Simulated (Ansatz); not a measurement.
Consider the isomerisation: `C[Si](C)(C)O` → `C[SiH](C)CO`.

Program: Ansatz. Geometries: PBE0-D4/def2-TZVP. ΔE: electronic, gas phase. CCSD(T)/CBS is the MP2 limit (def2-TZVPP, def2-QZVPP) plus CCSD(T) − MP2 in def2-TZVPP, frozen cores. Functionals use def2-TZVPP. B3LYP here is the variant with VWN-RPA as its local correlation; programs differ in this. One conformer a species, not always the lowest.

`C[Si](C)(C)O`:

```xyz
15

C     1.370   -0.223   -1.101
Si    0.123    0.008    0.274
C    -0.949    1.492   -0.107
C    -0.912   -1.523    0.498
O     0.898    0.214    1.727
H     2.002    0.662   -1.221
H     0.871   -0.400   -2.057
H     2.023   -1.076   -0.898
H    -0.352    2.402   -0.212
H    -1.680    1.661    0.688
H    -1.497    1.350   -1.043
H    -1.473   -1.755   -0.410
H    -1.627   -1.391    1.314
H    -0.284   -2.384    0.738
H     1.488    0.963    1.811
```

`C[SiH](C)CO`:

Cartesian coordinates in Å:
```
C -1.063 -1.121 -0.799
Si 0.375 0.016 -0.403
C -0.028 1.790 -0.851
C 0.762 -0.103 1.447
O 0.965 -1.438 1.901
H -1.314 -1.069 -1.862
H -1.956 -0.844 -0.232
H -0.825 -2.165 -0.577
H 1.569 -0.437 -1.173
H 0.805 2.456 -0.614
H -0.907 2.143 -0.306
H -0.236 1.885 -1.920
H 1.691 0.434 1.662
H -0.021 0.401 2.035
H 0.181 -1.950 1.691
```

```json
{"level": "PBE0-D4", "ΔE (eV)": "2.20"}
{"level": "B3LYP", "ΔE (eV)": "2.22"}
```

What does CCSD(T)/CBS give? (An estimate is asked.)

The calculation gave: +2.30 eV. The listed levels differ from it by -0.10, -0.08 eV.

Largest T1 diagnostic among the species: 0.010.

From PBE to PBE0 (25 % exact exchange), in def2-TZVPP and without D4, ΔE moves by +0.08 eV.
